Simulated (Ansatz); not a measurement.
Coupled-cluster diagnostics for Ge(NMe2)H3 (C₂H₉GeN), Ansatz.

Geometry of the singlet (PBE-D4/def2-SVP):

Cartesian coordinates in Å:
```
Ge -0.9175 0.6646 1.2729
N 0.2850 0.1936 -0.0627
C -0.1382 0.3541 -1.4398
C 1.1151 -0.9743 0.1572
H 0.7500 0.4234 -2.1100
H -0.7180 1.2917 -1.5654
H -0.7695 -0.4887 -1.8275
H 1.4606 -1.0175 1.2107
H 0.6076 -1.9484 -0.0727
H 2.0243 -0.9272 -0.4863
H -1.4476 2.0757 0.9112
H -0.1202 0.6695 2.6023
H -2.1314 -0.3164 1.4101
```

Correlated methods freeze 12 core orbitals; core or outer-core shells of Ge are correlated, in sets that lack core-valence functions.

Task: Estimate the CCSD(T) correlation energy, the shares of MP2 and (T), T1 and the reference's ⟨S²⟩ for: charge 0, singlet, own geometry in def2-TZVP; and the rough time on 4 threads of Intel Xeon on a shared host.

Result: 
| state | basis | correlation (eV) | MP2 share (%) | (T) share (%) | T1 | ⟨S²⟩ (pure) | wall time |
| --- | --- | --- | --- | --- | --- | --- | --- |
| charge 0, singlet, own geometry | def2-TZVP | -24.176 | 91.2 | 3.6 | 0.011 | 0.00 (0.00) | 81 s |
Customary marks for T1 are 0.02 (closed shells), 0.045 (open shells) and about 0.05 (3d metals). T1 stays under 0.02 throughout.
